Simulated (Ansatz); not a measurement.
**Br⁻ ··· SiH4**

The pair of Br⁻ (SMILES [Br-], atom 1) and SiH4 (SMILES [SiH4], atoms 2–6), both closed shells, in one local arrangement (a lower one may exist), relaxed at PBE0-D4/def2-TZVPD:

```csv
atom,x (Å),y (Å),z (Å)
Br1,-0.1443,1.2625,-2.3923
Si2,0.0235,-0.2057,0.3899
H3,1.1483,-0.7934,-0.3733
H4,0.1914,1.2214,0.7476
H5,0.1046,-0.9153,1.7342
H6,-1.3235,-0.5695,-0.1061
```

Program: Ansatz 0.2.0. Basis: def2-TZVPPD, with def2-QZVPPD for the basis limit. Cores are frozen in the correlated methods. Filled d shells of the heavier atoms are correlated. The def2 sets are not built for correlating such inner shells, so the correlated values are less sure here. B3LYP uses VWN-RPA correlation. Extrapolation: Hartree–Fock as exp(−7.88 √X), correlation as X^−2.97. Interaction energies count from these two fragments, frozen as in the pair, with the counterpoise correction; negative means bound.

**Question.** What is the interaction energy by CCSD(T) at an estimated basis limit (MP2 extrapolated from triple and quadruple zeta, plus CCSD(T) − MP2 in triple zeta)? (An estimate is asked for; the value comes from the calculation.)

**Answer.** The calculation gives: -38.6 kJ/mol. Hartree–Fock alone gives -17.3 kJ/mol at the basis limit. It counts from the two fragments frozen as in the pair.

The same quantity by other methods in triple zeta, and each one's difference from that estimate:
| method | E_int (kJ/mol) | difference |
| --- | --- | --- |
| PBE-D4 | -41.5 | -3.0 |
| revPBE-D4 | -39.7 | -1.1 |
| BLYP-D4 | -34.5 | 4.1 |
| r2SCAN-D4 | -38.9 | -0.3 |
| B97M-V | -38.4 | 0.2 |
| PBE0-D4 | -40.7 | -2.2 |
| B3LYP-D4 | -35.5 | 3.0 |
| HSE06-D4 | -40.8 | -2.2 |
| wB97X-V | -36.9 | 1.7 |
| wB97M-V | -39.2 | -0.6 |
| B2PLYP | -29.3 | 9.3 |
| HF | -16.8 | 21.8 |
| MP2 | -34.4 | 4.1 |
| CCSD | -30.4 | 8.2 |
| CCSD(T) | -32.6 | 6.0 |
Differences are method less estimate.

Energy to bend the free fragments (PBE0-D4 minima) into their shapes in the pair, CCSD(T)/def2-TZVPPD: SiH4 11.3 kJ/mol. This must be added to the interaction energy to get the binding energy from relaxed fragments.

Basis-set superposition shift (counterpoise-corrected less uncorrected): CCSD(T) 5.2; MP2 5.0; HF 0.4; PBE0-D4 0.4; wB97M-V 0.4 kJ/mol.

T1 diagnostic: at most 0.012.

For scale, one of the runs: CCSD(T)/def2-TZVPPD, 173 basis functions, launched by `ansatz run in.yaml --threads 2 --pin off --events-out ev --progress --plain --max-ram 5222MiB`. Time: 14 s of wall clock on 2 CPU threads of an Intel Xeon 6975P-C; the host was shared. Peak host memory: 1.6 GiB.
